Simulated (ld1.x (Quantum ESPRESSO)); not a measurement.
Logarithmic derivatives: Hg (Z = 80), TM

- Element: mercury (Hg)
- Generator: ld1.x (Quantum ESPRESSO) 7.5
- Type: norm-conserving Troullier–Martins (Kleinman–Bylander form)
- Functional: PBE
- Relativity: scalar-relativistic
- Frozen core: [Kr] 4d10 4f14
- Valence charge: 20
- Reference configuration: 5s2 5p6 5d9 6s0 6p0 (charge +3)
- Partial waves: 5s (bound): rc 1.50 bohr; 5p (bound): rc 1.05 bohr; 5d (bound): rc 1.65 bohr
- Local potential: all-electron potential smoothed inside 1.35 bohr (lloc = -1)
- Core correction: none

The phase is arctan(r·u′/u) with u = r·R(r), unwrapped; energies in Ry, scanned from -13 to 5 Ry. A pole is an energy at which the radial function vanishes at the test radius. The pseudo phase is shifted by a multiple of π to meet the all-electron one at the reference energy, and phase errors are pseudo minus all-electron; the curves can meet again beyond the range given. Levels narrower than the energy grid can be missing from the lists of poles.

```csv
channel,radius (bohr),reference energy (Ry),"poles, all-electron","poles, pseudo",unbroken range about the reference energy with phases within 0.05 rad,phase error 1 Ry above the reference energy (rad)
s,1.80,-11.20,-10.98,"-10.98, 0.92",below -4.2,-0.001
p,1.80,-7.39,-6.83,-6.83,the whole range,-0.000
d,1.80,-3.12,-1.44,-1.45,below 3.5,-0.001
```

Phases in the s channel:

```csv
E (Ry),all-electron,pseudo
-13.00,1.337,1.337
-12.52,1.310,1.309
-12.04,1.248,1.247
-11.56,0.878,0.876
-11.08,-1.512,-1.512
-10.60,-1.673,-1.673
-10.12,-1.720,-1.720
-9.64,-1.746,-1.747
-9.16,-1.765,-1.766
-8.68,-1.782,-1.784
-8.20,-1.798,-1.800
-7.72,-1.815,-1.818
-7.24,-1.833,-1.837
-6.76,-1.853,-1.858
-6.28,-1.875,-1.883
-5.80,-1.902,-1.913
-5.32,-1.935,-1.951
-4.84,-1.975,-2.001
-4.36,-2.026,-2.069
-3.88,-2.095,-2.168
-3.40,-2.192,-2.325
-2.92,-2.334,-2.597
-2.44,-2.553,-3.065
-1.96,-2.886,-3.651
-1.48,-3.323,-4.077
-1.00,-3.734,-4.322
-0.52,-4.025,-4.471
-0.04,-4.213,-4.571
0.44,-4.337,-4.647
0.92,-4.423,-4.712
1.40,-4.485,-4.774
1.88,-4.533,-4.843
2.36,-4.571,-4.932
2.84,-4.601,-5.073
3.32,-4.627,-5.363
3.80,-4.649,-6.105
4.28,-4.668,-7.004
4.76,-4.685,-7.379
```
